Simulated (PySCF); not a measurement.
# Ions at one geometry of [HfCl3(NH3)]+

PySCF 2.14.0, RKS PBE0, Hf def2-SVP with ECP60, Cl def2-SVP, N def2-SVP, H def2-SVP; non-relativistic Hamiltonian with scalar-relativistic core potentials where named; density fitting; no spin-orbit coupling; singlets restricted, open shells unrestricted. The geometry is relaxed for charge +1, singlet, vacuum:

```xyz
8

Hf   -0.0096    0.0096   -0.0096
Cl    1.1924    1.5548    1.1924
Cl   -1.5548   -1.1924    1.1924
Cl    1.1924   -1.1924   -1.5548
N    -1.3192    1.3192   -1.3192
H    -1.9397    1.9397   -0.7821
H    -0.7821    1.9397   -1.9397
H    -1.9397    0.7821   -1.9397
```

Energies count from the relaxed state; an electron taken off or put on is at rest in vacuum. Charges and spins are Mulliken's.

| state | energy (eV) | spin squared | charge on Hf1 (e) | spin on Hf1 (e) | dipole about the centre of mass (D) |
| --- | --- | --- | --- | --- | --- |
| charge +1, singlet, vacuum | 0.00 | 0.00 | 1.00 | 0.00 | 7.33 |
| charge 0, doublet, vacuum | -5.11 | 0.75 | 0.61 | 0.95 | 6.82 |

Problem. What does the state charge +2, doublet, vacuum give?

Solution. energy (eV) 15.98, spin squared 0.76, charge on Hf1 (e) 1.13, spin on Hf1 (e) -0.15, dipole about the centre of mass (D) 6.24.

With an electron taken off (doublet) the charges change, summed by element, by Hf +0.13 e, Cl +0.80 e, N -0.01 e, H +0.07 e. The vertical ionisation energy is 15.98 eV, against −ε(HOMO) = 13.97 eV of the relaxed state. The level lies 2.0 eV too high, as is usual for semilocal functionals and global hybrids, which keep a self-interaction error.

With an electron put on (doublet) the charges change, summed by element, by Hf -0.39 e, Cl -0.52 e, N +0.03 e, H -0.13 e. The vertical electron affinity is 5.11 eV, against −ε(LUMO) = 7.01 eV of the relaxed state.

Open shells may have lower solutions than those found.
